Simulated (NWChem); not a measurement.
System: C2H6N, doublet; SMILES C[N]C

Input file for NWChem:

```
start job
memory heap 200 mb stack 900 mb global 1100 mb
geometry units angstroms noautosym nocenter noautoz
  C      1.184883     0.024168     0.150034
  N      0.000181    -0.483256    -0.456983
  C     -1.184845     0.023522     0.149945
  H      2.085049    -0.383095    -0.333986
  H      1.229416    -0.222683     1.231967
  H      1.231120     1.132434     0.093997
  H     -1.229686    -0.224264     1.231652
  H     -2.084752    -0.383585    -0.334684
  H     -1.231318     1.131823     0.094840
end
basis spherical
  C library def2-svp
  N library def2-svp
  H library def2-svp
end
dft
  odft
  mult 2
  xc m06-2x
  iterations 150
end
cosmo
  dielec 25.0
end
task dft energy
```

Structure relaxed at the PBE0/def2-SVP, spin-unrestricted level. No stability test was run on the SCF state.

Level: M06-2X/def2-SVP with COSMO at NWChem's default radii, gas-phase geometry; the question gives the dielectric constant. Reactions with the solvent are ignored.

Problem. What results follow from this input? (M06-2X/def2-SVP, spin-unrestricted, COSMO on the gas-phase geometry.) Quantities: electrostatic solvation energy (kcal/mol); dipole in solution (D).

Solution. 
* **electrostatic solvation energy (kcal/mol)**: -3.7
* **dipole in solution (D)**: 2.31
